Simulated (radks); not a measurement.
Spherical quantum dot in the effective-mass picture: electrons in a hard-walled sphere of radius 2.56, with a point charge +1 (a donor) at the centre, all in effective atomic units (hartree* = m*/eps^2 hartree, bohr* = eps/m* bohr), one dielectric constant everywhere. Calculated with a radial shooting solver with Libxc functionals: non-relativistic Kohn-Sham, LDA (Slater exchange, Perdew-Wang correlation), spin-polarised, spherical densities. Levels are named by radial order and angular momentum (1s, 1p, 1d, 2s, ...), and open shells are averaged over m.

N = 3, configuration 1s2 1p(up 1, down 0). This is the lowest configuration that the search found. Occupied and some empty levels:

level,occupation,eigenvalue (hartree*),<r> (bohr*)
1s up,1,1.2975,1.172
1s down,1,1.3607,1.162
1p up,1,2.2159,1.510
1p down,0,2.2928,1.510
1d up,0,3.2149,1.661
2s up,0,3.2929,1.263
1d down,0,3.2930,1.662
2s down,0,3.3430,1.270
1f up,0,4.4006,1.760
1f down,0,4.4772,1.762

Energy (hartree*): total 2.11510, kinetic 3.1801, external -2.9887, Hartree 3.1324, exchange-correlation -1.2087.
